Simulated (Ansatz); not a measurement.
Geometry optimisation, RKS BLYP-D4/def2-SVP (Ansatz 0.2.0).

input.yaml

```yaml
crystal:
  periodic: [false, false, false]
  atoms:
    - { symbol: F, position_ang: [-1.2744, -1.7961, 1.705] }
    - { symbol: Al, position_ang: [-1.3337, 0.0236, 1.4043] }
    - { symbol: B, position_ang: [-0.1362, 0.8409, -0.0555] }
    - { symbol: Si, position_ang: [1.1256, -0.307, -1.0878] }
    - { symbol: H, position_ang: [-2.2818, 0.9661, 2.25] }
    - { symbol: H, position_ang: [-0.1045, 2.0203, -0.2358] }
    - { symbol: H, position_ang: [1.8474, 0.4934, -2.0373] }
    - { symbol: H, position_ang: [0.2691, -1.2792, -1.8192] }
    - { symbol: H, position_ang: [1.977, -1.0082, -0.1409] }
basis:
  gaussian: { orbitals: def2-SVP }
hamiltonian:
  xc: blyp
  dispersion: d4
relax:
  f_tol: 0.02
  max_steps: 50
output:
  orbitals: {}
```

Launched with:

```bash
$ ansatz run input.yaml --threads 2 --pin off --max-ram 3072MiB --backend cpu --events-out ev --progress --plain --runs-dir out
```

Task: Where does it end, and by what steps?

Result: The run converged. After 21 steps the energy has fallen by 0.603 eV; F1 moved furthest, 1.39 Å.

| step | energy less start (eV) | largest force component (eV/Å) | accepted |
| --- | --- | --- | --- |
| 0 | 0.0000 | 2.916 | yes |
| 1 | -0.4002 | 1.761 | yes |
| 2 | -0.4910 | 0.268 | yes |
| 3 | -0.5021 | 0.074 | yes |
| 4 | -0.5027 | 0.048 | yes |
| 5 | -0.5032 | 0.023 | yes |
| 6 | -0.5062 | 0.119 | yes |
| 7 | -0.5083 | 0.045 | yes |
| 8 | -0.5098 | 0.041 | yes |
| 9 | -0.5129 | 0.251 | yes |
| 10 | -0.5200 | 0.297 | yes |
| 11 | -0.5439 | 0.183 | yes |
| 12 | -0.5510 | 0.600 | yes |
| 13 | -0.5581 | 0.465 | yes |
| 14 | -0.5881 | 0.109 | yes |
| 15 | -0.5966 | 0.138 | yes |
| 16 | -0.6006 | 0.176 | yes |
| 17 | -0.6018 | 0.060 | yes |
| 18 | -0.6031 | 0.028 | yes |
| 19 | -0.6032 | 0.027 | yes |
| 20 | -0.6032 | 0.064 | yes |
| 21 | -0.6034 | 0.004 | yes |

```xyz
9
Properties=species:S:1:pos:R:3
F -2.495 -1.215 1.365
Al -1.375 0.042 1.504
B -0.371 0.677 -0.252
Si 1.282 -0.215 -0.992
H -1.160 0.595 2.985
H -0.814 1.590 -0.924
H 2.209 0.687 -1.760
H 0.719 -1.230 -1.962
H 2.093 -0.976 0.020
```

Time of the run: 33 s on 2 threads of Intel(R) Xeon(R) Platinum 8488C (Sapphire Rapids), with other jobs on the host, peak memory 0.17 GiB.
